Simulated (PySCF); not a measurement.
Species: CdMe2, C2H6Cd (singlet state).
Geometry (PBE0-D3(BJ)/def2-SVP, Å), atoms numbered from 1 in this order:
```xyz
9
C2H6Cd angstrom
Cd     0.0235   -0.0154   -0.0026
C      0.0061   -0.0331    2.1121
H     -0.4556    0.8862    2.5053
H      1.0264   -0.1007    2.5201
H     -0.5689   -0.8909    2.4947
C      0.0262    0.0155   -2.1178
H     -1.0025    0.0012   -2.5109
H      0.5582   -0.8563   -2.5295
H      0.5196    0.9240   -2.4972
```

Level of theory: PBE0-D3(BJ)/def2-SVP geometry optimisation, gas phase, def2 core potentials past Kr (PySCF).

Problem. Which atoms are bound to Cd1, and at what distances?

Solution. 2 atoms: C2 2.115 Å, C6 2.115 Å. The nearest atom not counted as bound is H3, at 2.71 Å (others tie with it).

Problem. What is the shape at Cd1?

Solution. Linear: angle 179.5°.

Problem. What are the other bond lengths?

Solution. C2–H3 and 5 like bonds 1.101 Å.

Point group: near D3d, missed by 0.11 Å at most; the miss may be what the optimiser left on a soft mode (D3 holds within 0.08 Å). Charge 0, singlet. Stationary, but not proved a minimum.
